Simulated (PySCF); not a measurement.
Dy(OH)2: one run

Dy(OH)2 (singlet in the valence; each metal's 4f electrons, 10 of them, lie in its core potential, out of spins and levels). PySCF 2.14.0, RKS B3LYP, Dy lcecp-0-SVP with ECP56, O def2-SVP, H def2-SVP; non-relativistic Hamiltonian with scalar-relativistic core potentials where named; density fitting; no spin-orbit coupling. Purpose: level B3LYP.

```python
mol = gto.M(atom='''
Dy    -0.00000     0.00000    -0.16823
O      2.01305    -0.04013     0.56484
H      2.83977    -0.05658     1.04890
O     -2.01305     0.04013     0.56484
H     -2.83977     0.05658     1.04890''',
    basis={'Dy': 'lcecp-0-SVP', 'O': 'def2-SVP', 'H': 'def2-SVP'},
    ecp={'Dy': 'lcecp-0-SVP'},
    charge=0, spin=0)
mf = dft.RKS(mol, xc='B3LYP')
mf.grids.atom_grid = (75, 302)  # f atoms: unpruned, at least (60, 302)
mf = mf.density_fit()  # fitting sets: Dy AutoAux, O def2-universal-JKFIT, H def2-universal-JKFIT
mf.conv_tol = 1e-08; mf.max_cycle = 55
mf.kernel(dm0)  # dm0: converged density of the relaxed state
mf.nuc_grad_method().kernel()
```

Run from Python with OMP_NUM_THREADS=2; the lines above give its settings. Where DIIS fails, smearing, a level shift and second-order steps follow.
It took 2.1 s on 2 threads of Arm Neoverse V1, with other jobs on the host, from an already converged density.

The 4f levels lie in the core potential and are missing.

What are the Mulliken charges and spins?


| atom | charge (e) | spin (e) |
| --- | --- | --- |
| Dy1 | 0.816 | 0.000 |
| O2 | -0.558 | 0.000 |
| H3 | 0.149 | 0.000 |
| O4 | -0.558 | 0.000 |
| H5 | 0.149 | 0.000 |
The spin of the 4f electrons in the core isn't counted.

What forces act on the atoms (eV/Å)?


```
Dy   0.00  0.00 -0.15
O    0.00  0.00 -0.02
H    0.17  0.00  0.10
O    0.00  0.00 -0.02
H   -0.17  0.00  0.10
```
Forces carry noise of the integration grid, about 0.01 to 0.03 eV/Å.

The geometry was relaxed with PBE0 (Dy lcecp-0-SVP with ECP56, O def2-SVP, H def2-SVP).

An lcecp potential fixes the number of 4f electrons, so in runs with it no electron can move into or out of that shell; real Dy(II) is rare or takes another configuration.
